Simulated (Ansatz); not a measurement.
[GeMe3]- (C3H9Ge⁻). Total charge -1; singlet. Geometry B3LYP-D4/def2-SVPD, basis def2-TZVPD, Ansatz.

| run | HOMO (eV) | LUMO (eV) |
| --- | --- | --- |
| A | 0.40 | 3.70 |
| B | 0.42 | 4.21 |
| C | -2.02 | 5.39 |
| D | 0.71 | 3.38 |
| E | 0.02 | 4.03 |
| F | -2.24 | 5.50 |

LC-ωPBE has ω = 0.4 bohr⁻¹. HSE06 is defined as in plane-wave codes, on full-range PBE exchange.

**Question.** The runs used HSE06, LC-ωPBE, LDA (SPW92), PBE0, r2SCANh, ωB97X-V. Estimate which is which.

**Answer.** A HSE06 (range-separated); B r2SCANh (10 % exact exchange); C ωB97X-V (range-separated); D LDA (SPW92) (0 % exact exchange); E PBE0 (25 % exact exchange); F LC-ωPBE (range-separated). Exact exchange lowers occupied and raises empty levels; among semilocal functionals meta-GGAs tend to open the gap a little, and such runs are hard to tell apart. The gap grows from 2.67 eV (LDA (SPW92)) to 7.74 eV (LC-ωPBE). At HSE06-D4/def2-TZVPD, r2SCANh-D4/def2-TZVPD, LDA (SPW92)/def2-TZVPD, PBE0-D4/def2-TZVPD the highest occupied level of the charge -1 singlet lies above zero (up to 0.71 eV). By energy differences its removal costs 1.74 eV (vertical, to the charge 0 doublet, at B2PLYP/def2-TZVPD).
